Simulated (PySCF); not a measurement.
MnF4 holds Mn(IV), d3, at total charge 0. The structure is a model geometry with rigid ligands and bond lengths from ionic radii and angle to the S4 axis changed to 72.00°, not a minimum; coordination distorted tetrahedral, point group D2d, metal–donor distances 1.71 Å.

The d shell alone is too small an active space for MnF4 (an active orbital has only 0.69 squared overlap with the free ion's shell): its levels, fitted parameters, g values and moments show what this model gives and aren't sound predictions.

```
5

Mn    0.000    0.000    0.000
F     1.150    1.150    0.528
F    -1.150   -1.150    0.528
F    -1.150    1.150   -0.528
F     1.150   -1.150   -0.528
```

Method (PySCF 2.14, density fitting): CASSCF(3,5) with orbitals averaged over all microstates of the shell, strongly contracted NEVPT2 on the averaged canonical orbitals; basis x2c-TZVPall on the metal, x2c-SVPall elsewhere; spin-free X2C; gas phase; spin-orbit coupling by state interaction with the mean-field operator over all roots.

**Question.** What is the ground state?

**Answer.** 4E (S = 3/2, orbital degeneracy 2), orbital occupations from the lowest 1.0 0.5 0.5 1.0 0.0, by NEVPT2.

**Question.** List the excited states of the same spin.

**Answer.** By NEVPT2: 4A2 at 7475 cm⁻¹ (1338 nm); 4B2 at 7594 cm⁻¹ (1317 nm); 4A2 at 26084 cm⁻¹ (383 nm); 4E at 26407 cm⁻¹ (379 nm); 4B1 at 34599 cm⁻¹ (289 nm); 4E at 40948 cm⁻¹ (244 nm). The strongest, at 40948 cm⁻¹, has f = 2.0e-03.

**Question.** Which is the lowest state of another spin?

**Answer.** 2B1 at 7994 cm⁻¹ by NEVPT2; CASSCF alone puts it at 12627 cm⁻¹ above the same ground state.

**Question.** Give the fitted ligand-field and repulsion parameters.

**Answer.** At CASSCF level (the NEVPT2 levels don't fit a ligand-field model well): orbital energies 0, 6126, 6126, 6527, 27834 cm⁻¹; B = 1012 cm⁻¹; C = 3863 cm⁻¹; B over its free-ion value at the same level 0.761; rms of the fit 413 cm⁻¹; ζ = 324 cm⁻¹ (free ion 412).

**Question.** What are the magnetic parameters?

**Answer.** Degenerate or low-lying orbital states mix with the ground state, so no spin-only Hamiltonian applies. The lowest spin-orbit level is 2-fold, effective g = 0.87, 0.87, 3.93; the next lies at 147.5 cm⁻¹. μeff is 3.51 μB at 300 K and 2.18 μB at 10 K; the spin-only value is 3.88 μB.

Charge-transfer states lie outside this active space and may come lower than some of these levels. The ground state is orbitally degenerate in this regular structure, which would distort (Jahn–Teller), so its moment is that of the undistorted model. NEVPT2 lifts 4B2 from 4168 to 7594 cm⁻¹; on the d shell alone such lifts tend to overshoot. NEVPT2 on the d shell alone tends to put d–d bands too high for such charged or covalently bound ions.

The job took 3.4 s on one thread of Arm Neoverse V2 (shared host), with 104 basis functions, launched as `OMP_NUM_THREADS=1 python lf_run.py task.json out`.
